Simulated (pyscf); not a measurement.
Structures and frequencies: ωB97X-D3(BJ)/def2-SVP in PySCF. MP2 and CC: frozen core, UHF for open shells. ΔMP2 is the change of the MP2 total energy from the triple- to the quadruple-zeta basis.

### Question
What is the homolytic dissociation enthalpy (298 K, CCSD(T)/def2-TZVPP + ΔMP2(QZVPP)) of the Se–Si bond of Cl–SiH₂–SeH, to •H₂Si–Cl + SeH•?

### Answer
Se–Si to •H₂Si–Cl + SeH•: 335.5 kJ/mol. The CCSD(T) − MP2 part came from Ansatz, without density fitting, on the same reference. The frozen core leaves the outer d or s,p core shells of the metals and heavy elements correlated in the MP2 and CC values, and def2-TZVPP describes them poorly, which can shift differences by a few kcal/mol. Left out: the spin-orbit lowering of SeH, which is large for Br, Se, Te and I. Elements up to Kr have no core potential and no relativistic terms here.
